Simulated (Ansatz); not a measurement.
Z-matrix (Å, degrees):
```
Si
F 1 1.5817
F 1 1.5817 2 105.12
B 1 1.8869 2 127.44 3 -179.99
H 4 1.1905 1 117.05 2 180.00
H 4 1.1905 5 125.90 1 179.99
```
Charge 0, spin multiplicity 2.

Method: frozen-core CCSD(T)/def2-TZVPP // r2SCAN-D4/def2-TZVP (Ansatz, an electronic-structure program).

HF energy: -513.83534 Ha
MP2 correlation energy: -0.69889 Ha

Problem. Estimate the CCSD correlation energy, the (T) correction, the total energy and the T1 diagnostic.

Solution. 
```yaml
CCSD correlation energy: -0.72185 Ha
"(T) correction": -0.02278 Ha
CCSD(T) total energy: -514.57997 Ha
T1 diagnostic: 0.016
```
